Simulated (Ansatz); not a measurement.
Zr(OMe)(H)3 (CH6OZr), SMILES C[O][ZrH3], multiplicity 1.

Geometry: B3LYP-D3(BJ)/def2-SVP. The multiplicity is an assumed one; no other spin state was optimised. The structure was generated by enumeration; whether it is a known compound was not checked. The def2 effective core potentials stand for the cores of Zr; spin–orbit coupling is left out.

Two levels are set side by side: PBE/def2-SVPD (Ansatz, an electronic-structure program) and PBE0/def2-SVPD (Ansatz). Energy differences of separate SCF runs at the same geometry; the states with an electron removed or added have multiplicity 2 and 2. Differences are taken from unrounded values.

| quantity | PBE |
|---|---|
| vertical ionisation energy (eV) | 9.50 |
| vertical singlet–triplet gap (eV) | 3.69 |

### Question
These are the PBE values. What does PBE0 give? (Estimate from the structure and the level; the computed values follow.)

### Answer

```
quantity                           PBE0  PBE minus PBE0
---------------------------------  ----  --------------
vertical ionisation energy (eV)    9.97           -0.46
vertical singlet–triplet gap (eV)  3.91           -0.23
```
